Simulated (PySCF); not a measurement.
# Working out the ionisation energy of Nd

Nd [Xe] 4f4 6s2 (high-spin determinant) → Nd⁺ [Xe] 4f4 6s1 (high-spin determinant). Calculation: PySCF 2.14, in cc-pVDZ-X2C (8s7p5d3f1g, 84 functions); the spin-free X2C one-electron Hamiltonian (Gaussian nucleus). Frozen: [Ar] 3d10. Energies in hartree (1 hartree = 27.21139 eV):

```tsv
part	Nd (lower)	Nd⁺ (upper)
UHF	-9619.605759	-9619.440581
MP2 opposite-spin	-0.482214	-0.455055
MP2 same-spin	-0.295931	-0.289440
```

Task: What does Hartree-Fock give?

Result: (-9619.440581) − (-9619.605759) = 0.165178 hartree = 4.495 eV.

Task: What do MP2 and SCS-MP2 (6/5 opposite-spin, 1/3 same-spin) give?

Result: The opposite-spin parts differ by 0.739 eV and the same-spin parts by 0.177 eV. MP2: 4.495 + (0.739) + (0.177) = 5.411 eV. SCS-MP2: 4.495 + 1.2 × (0.739) + (0.177)/3 = 5.441 eV.

A first-order spin-orbit estimate adds 0.000 eV to MP2 (valence and next inner shell), giving 5.411 eV against 5.525 eV (measured; NIST Atomic Spectra Database, ionization energies).

One determinant mixes LS terms, so it does not stand for a single term.

A double-zeta basis recovers only part of the correlation energy.

What remains against the reference includes basis incompleteness, the frozen core and correlation beyond second order.
